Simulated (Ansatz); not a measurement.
Input file for Ansatz (a program for electronic structure): R-PBE/def2-TZVPPD on CH7ISi (a complex), monomers drawn apart or pushed together. Elements past Kr take the def2 small-core potentials; no spin–orbit coupling. Files ending in .json are basis or fitting sets from the Basis Set Exchange.

Ansatz 0.2 input:
```yaml
crystal:
  periodic: [false, false, false]
  atoms:
    - {symbol: I, position_ang: [-0.54800288, 1.27885211, -0.48810470]}
    - {symbol: H, position_ang: [-0.81436029, -0.01915501, 0.43963663]}
    - {symbol: C, position_ang: [-0.19952267, 1.11604853, 3.58091489]}
    - {symbol: Si, position_ang: [0.17835358, -0.64440299, 3.06438397]}
    - {symbol: H, position_ang: [-1.19169055, 1.18560610, 4.03039083]}
    - {symbol: H, position_ang: [-0.16783818, 1.78698167, 2.72101524]}
    - {symbol: H, position_ang: [0.52946774, 1.46790529, 4.31323680]}
    - {symbol: H, position_ang: [0.13059089, -1.56528706, 4.22557177]}
    - {symbol: H, position_ang: [1.51716709, -0.73959510, 2.43536142]}
    - {symbol: H, position_ang: [-0.82145538, -1.11803588, 2.06974155]}
basis:
  gaussian:
    orbitals: def2-TZVPPD.json
hamiltonian:
  xc: {name: PBE}
scf: {lower_state_search: off}
```

### Question
What total energy does the run end on?

### Answer
-629.3012 hartree.
